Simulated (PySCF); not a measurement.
Si(H)(SH)3 (H4S3Si), SMILES S[SiH](S)S.

The structure is a stationary point at PBE0-D3(BJ)/def2-SVP. Other conformers were not sampled.

Two levels are set side by side: PBE/def2-TZVP (PySCF) and ωB97X/def2-TZVP (PySCF). Same geometry, gas phase. Differences are taken from unrounded values.

```tsv
quantity	ωB97X
orbital gap (eV)	11.64
highest occupied level (eV)	-9.91
lowest empty level (eV)	1.74
dipole moment (D)	1.08
mean polarisability (bohr³)	80.2
```

Task: What does PBE give, and how far is it from ωB97X? (An estimate is asked for; the answer gives what the named calculation found.)

Result: 
```tsv
quantity	PBE	PBE minus ωB97X
orbital gap (eV)	5.06	-6.59
highest occupied level (eV)	-6.33	3.57
lowest empty level (eV)	-1.28	-3.01
dipole moment (D)	0.94	-0.14
mean polarisability (bohr³)	84.6	4.4
```

Without exact exchange PBE keeps part of each electron's self-repulsion, which lifts occupied levels and narrows the gap. Loosely held outer electrons make PBE densities more polarisable. Differences between two approximate levels are no errors against the true value.

Rough cost on one machine, each run with all the roots and properties that it gave: ωB97X against PBE within a factor of 2.
